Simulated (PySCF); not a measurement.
**C8H5: g tensor and hyperfine couplings**

Species: C₈H₅ (doublet state).
Numbering: `[CH:1]#[C:2][C:3]#[C:4][CH:5]=[C:6][CH:7]=[CH2:8]` (hydrogens: H9 on C1; H10 on C5; H11 on C7; H12, H13 on C8)

Computed with PySCF, UKS B3LYP, pcH-1 on C H, non-relativistic, mean-field spin-orbit, GIAO. Isolated species at its GFN2-xTB geometry, gas phase. A GFN2-xTB geometry isn't a minimum of the functional, and hyperfine couplings can be far from their values at a DFT geometry. Stability of the SCF solution: not tested. ⟨S²⟩ is 0.779 where a pure state has 0.75.

```json
{
  "g1, g2, g3": "2.00216, 2.00224, 2.00278",
  "g_iso": "2.00239",
  "Form of g": "close to axial: the two nearest values differ by 14 % of g3 − g1",
  "⟨S²⟩": "0.7787 (exact 0.7500)",
  "α and β electrons": "27, 26",
  "HOMO–LUMO gap, α and β orbitals": "4.08, 3.97 eV",
  "Total energy": "-307.65362 Eh"
}
```

Hyperfine couplings atom by atom, in MHz; T1 to T3 are the principal values of the dipolar part; ρ(0) is the spin density at the nucleus:

```
atom  isotope  a_iso     T1     T2     T3  Mulliken spin population  ρ(0) (bohr⁻³)
  C1      13C   -1.3   -2.5    0.9    1.5                     -0.02        -0.0012
  C2      13C    2.9   -0.6   -0.2    0.8                      0.01         0.0026
  C3      13C    2.9   -4.8    1.3    3.5                     -0.02         0.0026
  C4      13C   75.4   -2.8   -0.3    3.2                      0.05         0.0670
  C5      13C  -36.9  -10.4    2.8    7.6                     -0.10        -0.0328
  C6      13C   57.6  -56.3  -40.0   96.3                      0.63         0.0512
  C7      13C  -52.1  -28.7   11.2   17.6                     -0.26        -0.0463
  C8      13C   63.3  -55.3  -53.6  108.9                      0.72         0.0563
  H9       1H    1.3   -0.3   -0.1    0.4                      0.00         0.0003
 H10       1H  103.9   -3.6   -2.4    6.0                      0.05         0.0232
 H11       1H   18.1   -5.4   -1.1    6.5                      0.01         0.0040
 H12       1H  -43.5  -23.4   -1.9   25.3                     -0.03        -0.0097
 H13       1H  -44.7  -26.9   -0.5   27.5                     -0.03        -0.0100
```

The largest Mulliken spin populations are on C8 (+0.72), C6 (+0.63), C7 (-0.26) and C5 (-0.10). The positive populations add up to 1.46 and the negative ones to -0.46, together 2S = 1. The angles at C8 add up to 360.0°, so it is planar; its axial dipolar tensor and the negative couplings of its protons fit spin in a p orbital normal to that plane.

Axes: g2 points within 12° of the C5–C6 bond.

Under fast tumbling the dipolar parts average out, and these isotropic splittings remain: 1 × 1H (H10, I = 1/2, 2 lines) with 3.71 mT, 1 × 1H (H13, I = 1/2, 2 lines) with 1.59 mT, 1 × 1H (H12, I = 1/2, 2 lines) with 1.55 mT, 1 × 1H (H11, I = 1/2, 2 lines) with 0.64 mT and 1 × 1H (H9, I = 1/2, 2 lines) with 0.05 mT.

The 13C coupling of C4 (75.4 MHz) shows only in satellite lines or after enrichment, since that isotope makes up about 1.07 % of natural carbon.
